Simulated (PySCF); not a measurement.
# Static response to an electric field

C6H9ClO.
Atom-mapped SMILES: `[Cl:1][C@@H:2]1[CH2:3][CH2:4][C@@H:5]1[C@H:6]1[CH2:7][O:8]1` (hydrogens: H9 on C2; H10, H11 on C3; H12, H13 on C4; H14 on C5; H15 on C6; H16, H17 on C7)

Geometry (GFN2-xTB, Å), atoms numbered from 1 in this order:
```
atom  x, y, z in Å
Cl1   -0.321    1.403    2.009
C2    -1.093    0.855    0.506
C3    -1.531   -0.612    0.478
C4    -0.801   -0.784   -0.864
C5    -0.159    0.606   -0.696
C6     1.320    0.614   -0.376
C7     1.963   -0.399    0.461
O8     2.130   -0.379   -0.928
H9    -1.892    1.566    0.297
H10   -2.607   -0.771    0.465
H11   -1.098   -1.196    1.286
H12   -1.473   -0.833   -1.717
H13   -0.095   -1.608   -0.928
H14   -0.330    1.291   -1.530
H15    1.762    1.610   -0.376
H16    2.834   -0.126    1.046
H17    1.383   -1.223    0.857
```

Level: CAM-B3LYP/def2-SVPD (PySCF), static field, nuclei fixed, core orbitals frozen in the response. The polarisability tensor in these axes (au):

```
x   82.40  0.57  1.48
y    0.57 77.09  5.22
z    1.48  5.22 82.52
```

Task: What are the eigenvalues, a third of the trace, and Δα (Δα² = ½Σ(αi − αj)² over the three pairs)?

Result: Principal values 73.91, 81.79 and 86.31 au; mean 80.67 au = 11.95 Å³ = 13.30 × 10⁻⁴⁰ C²·m²/J; Δα = 10.88 au (13 % of the mean).

Task: What is the dipole moment, and where does it point?

Result: (-1.63, -0.12, -0.35) D, 1.67 D in size, pointing from the negative to the positive side. Measured along this direction, the outermost atoms are H16 at the negative end and H10 at the positive end.

Task: Form Σ f/ω² (atomic units) for the 8 lowest TDDFT singlets, given as eV and f, and set it beside the mean polarisability, which is this sum over all singlets: 7.32, 0.0052; 7.38, 0.0031; 7.78, 0.0062; 7.93, 0.0106; 7.98, 0.0089; 8.13, 0.0153; 8.32, 0.0213; 8.41, 0.0274.

Result: They add up to 1.10 au, 1.4 % of the 80.67 au; the largest single term is 0.29 au, from the state at 8.41 eV. Terms in order: 0.07, 0.04, 0.08, 0.12, 0.10, 0.17, 0.23, 0.29 au. Higher excitations give the rest. The strengths listed sum to 0.098.

Task: Molar refractivity from α?

Result: Lorentz–Lorenz: R = (4π/3)N_A α = 2.5225 cm³/(mol·Å³) × 11.95 Å³ = 30.2 cm³/mol, in the limit of long wavelengths.

Task: What depolarisation ratio follows for Rayleigh scattering of linearly polarised light, taking the static tensor?

Result: ρ = 3Δα²/(45ᾱ² + 4Δα²) = 355.0/(292843 + 473.3) = 0.00121.

The structure is a single GFN2-xTB conformer in the gas phase; no vibrational or solvent corrections.
